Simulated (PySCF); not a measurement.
IMoN: fields on a plane

All numbers come from UPBE0/[Mo def2-SVP with ECP28, N def2-SVP, I def2-SVP with ECP28], scalar-relativistic core potentials, density fitting, no spin–orbit coupling, PySCF.

The triplet minimum has Mo–I 2.668 Å, Mo–N 1.609 Å; I–Mo–N 116.9°.

The plane holds Mo1 at (0.00, 0.00), N2 at (1.61, 0.00), I3 at (-1.21, 2.38) Å. Columns run from x = -3.15 to 4.05 Å, rows from y = 4.65 (top) to -1.95 Å, in steps of 0.3 Å. Other isomers or separated fragments may lie lower. Core electrons replaced by a potential are absent, the electrostatic potential uses the reduced nuclear charge, and values within about 0.7 Å of such atoms have no physical meaning.

Question: Give the electrostatic potential (V) (cut at 20 V). Lower edges of the bins (V): '0' -1.22, '1' -1.09, '2' -0.90, '3' -0.58, '4' -0.08, '5' 0.71, '6' 1.96, '7' 3.95, '8' 7.10, '9' 12.09; top 20.0.

Answer: 
```
3333333333322233333333333
3333444433222222333333333
3344455544322222233333333
3445667665432222223333333
3456789987542222222333333
3457999998753222222233333
3468999999864222222223333
3569999999964322222222333
3469999999964322222222233
3468999999865432111122223
3457999999865543211112222
3346789998877654321011222
3345677889998765542001122
4444567899999988875200122
4445567899999999997400122
4455668999999999999510122
4555678999999999999510122
5556678999999999997410122
5556677899999988875311223
5556667889999876543212223
5556667778887765433222333
5555666777777655433333333
5555666666666655443333333
```

Question: Give the lowest empty orbital (Å^-3/2) at -3.47 eV (cut at ±0.3; overall sign arbitrary). Lower edges of the bins (Å^-3/2): '_' -0.300, '.' -0.240, ':' -0.180, '-' -0.120, '=' -0.060, '+' 0.000, '*' 0.060, '#' 0.120, '%' 0.180, '@' 0.240; top 0.30, each point printed twice.

Answer: 
```
++++++++++++++++++++++++++========================
++++++++++++++++++++++++++========================
++++++++++++++++++++++++==========================
++++++++******++++++++++==========================
++++++**********++++++============================
++++******##****++================================
++++********======================================
++++******==::++++----============================
++++++++++==**##++----============================
++++++++====++++--::--====++++====================
++++++====----::::--==++++++++====================
++++++====----::--==++******++====================
++++++======----==++##%%%%**++==--------==========
++++++++======----++%%@@@@##++--::..::--==========
++++++++++++====::::##@@@@##++::____..::--========
++++++++++++++==::__--**--==++++____..::--========
++++++++********==..==::__::**@@@@::::--==========
++++++****####%%%%##++____==##@@%%++==============
++++++****##%%@@@@@@@@##****##%%##**++========++++
++++++****##%%@@@@@@@@@@%%######****++++++++++++++
++++++****##%%@@@@@@@@@@%%%%####****++++++++++++++
++++++****####%%%%@@@@%%%%####****++++++++++++++++
++++++******####%%%%%%%%####******++++++++++++++++
```

Other spin states or occupations of the open shell can lie lower. With an element this heavy the missing spin–orbit coupling can shift these numbers.
